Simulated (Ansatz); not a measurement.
Consider the cleavage of the Si–Si bond: `O[Si]([SiH3])(Cl)Cl` + `O[Si]1(O)CO1` → `O[Si]1(O[SiH3])CO1` + `O[SiH](Cl)Cl`.

Calculated with Ansatz (gas phase, PBE0-D4/def2-TZVP geometries, no zero-point term in ΔE). CCSD(T)/CBS adds triple-zeta CCSD(T) − MP2 to the extrapolated MP2 energy (def2 sets, frozen cores). This one scheme is used for every species. Functionals use def2-TZVPP. B3LYP here is the variant with VWN-RPA as its local correlation; programs differ in this. One conformer a species, not always the lowest.

Is it downhill or uphill in electronic energy at CCSD(T)/CBS, and by how much? (Estimate.)

The calculation gave: Downhill: ΔE = -104.3 kJ/mol.

What do these levels give: B3LYP-D4, B3LYP, MP2/def2-TZVPP, SCS-MP2/def2-TZVPP, HF/def2-QZVPP, HF/CBS(def2)? (Estimate.)

Ansatz gave: B3LYP-D4 -101.7, B3LYP -104.7, MP2/def2-TZVPP -110.9, SCS-MP2/def2-TZVPP -116.5, HF/def2-QZVPP -136.7, HF/CBS(def2) -137.2 kJ/mol.

Largest T1 diagnostic among the species: 0.012.

In def2-TZVPP, CCSD(T) changes the Hartree–Fock value by +28.3 kJ/mol (the triples alone add +4.3 kJ/mol) and MP2 by +22.9 kJ/mol. From PBE to PBE0 (25 % exact exchange), in def2-TZVPP and without D4, ΔE moves by −9.8 kJ/mol.
